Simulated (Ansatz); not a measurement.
Ansatz (a program for electronic structure) input for Sr(F)2 cation (F₂Sr), SMILES [F][Sr][F] (connectivity only; charge and spin as stated), charge +1, multiplicity 2, PBE0/def2-TZVPD. Coordinates come from a PBE0-D3(BJ)/def2-TZVP optimisation. The spin state was assumed, not searched. The isomer is the one that the SMILES or the coordinates give; other isomers of the formula were not compared. The def2 effective core potentials stand for the cores of Sr; spin–orbit coupling is left out.

Ansatz 0.2 input:
```yaml
crystal:
  periodic: [false, false, false]
  atoms:
    - {symbol: Sr, position_ang: [0.00000000, -0.00000000, 0.63225756]}
    - {symbol: F, position_ang: [0.00000000, -0.98503198, -1.33476596]}
    - {symbol: F, position_ang: [0.00000000, 0.98503199, -1.33476595]}
basis:
  gaussian:
    orbitals: def2-TZVPD
hamiltonian:
  xc: {name: PBE0}
total_charge: 1
magnetization: {spin_polarized: true, initial_magnetization: 1}
```

Output:

```
WARN ansatz: RAYON_NUM_THREADS=1 ignored (pool sized by the plan → 1); use --threads N
Functional definition: PBE0
integrals: 0.03 GiB planned
716 factors; their error is unknown
mean field: 0.41 GiB planned
mean field evaluation 1: about -6248.0025 eV, gradient 6.5e1 eV
mean field evaluation 2: about -6102.5120 eV, gradient 1.9e2 eV
mean field evaluation 4: about -6260.3986 eV, gradient 2.2e0 eV
mean field evaluation 8: about -6260.4175 eV, gradient 4.2e-2 eV
mean field evaluation 16: about -6260.4375 eV, gradient 1.5e-4 eV
mean field -6260.43746329 eV, -230.0668332989 hartree, gradient 4.0e-5 eV, S^2 0.758542; 0 other end points of the search recorded, 0 dependent functions left out
reference -6260.43749879 eV, -230.0668346036 hartree; 14, 13 occupied and 99, 100 virtual orbitals, 716 factors
Total energy: -6260.43749879 eV, -230.0668346036 hartree
```

Self-consistency was reached.

Cost: roughly 2.1 core-seconds.
